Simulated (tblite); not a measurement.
H₄N, charge +1, singlet, geometry from GFN2-xTB; GFN1-xTB (tblite).

Input for tblite:
```
$ tblite run mol.xyz --method gfn1 --charge 1 --spin 0 --efield 0,0,0.1 --json tblite.json --no-restart

# file mol.xyz
5

N      0.00000000    -0.00000000     0.00000000
H     -0.00729522     0.96603165    -0.35603162
H      0.83638328    -0.48824031    -0.34944714
H     -0.84471152    -0.49151576    -0.32388825
H      0.01562347     0.01372441     1.02936701
```

Question: Write the output that tblite gives for this input, abridged.

Answer: 
```
xTB calculator
 | screened Coulomb repulsion
 | Coulomb electrostatics
 |  * isotropic Klopman-Ohno-Mataga-Nishimoto electrostatics
 |  * onsite third-order electrostatics
 | DFT-D3(BJ) dispersion correction
 | Interactions (1)
 | [1] electric field

halogen bonding energy    0.0000000000000E+00 Eh
repulsion energy          6.2828825793027E-02 Eh
dispersion energy        -4.5877685355408E-04 Eh
interaction energy        0.0000000000000E+00 Eh
number of electrons       8.0000000000000E+00 e
integral cutoff           1.9731147476801E+01 bohr

------------------------------------------------------------
  cycle        total energy    energy error   density error
------------------------------------------------------------
      1     -4.893490352895  -4.9558604E+00   2.6448321E-01
      2     -4.905404854086  -1.1914501E-02   1.2795877E-01
      3     -4.906826770361  -1.4219163E-03   2.4355565E-02
      4     -4.906910697993  -8.3927632E-05   3.5822130E-04
      5     -4.906910739453  -4.1459290E-08   2.1186241E-05
      6     -4.906910739667  -2.1417002E-10   2.3205187E-06
------------------------------------------------------------

electronic energy        -4.9692807886062E+00 Eh
total energy             -4.9069107396667E+00 Eh

Post processing:
 | Mayer-Wiberg bond orders

[Info] JSON dump of results written to 'tblite.json'
```
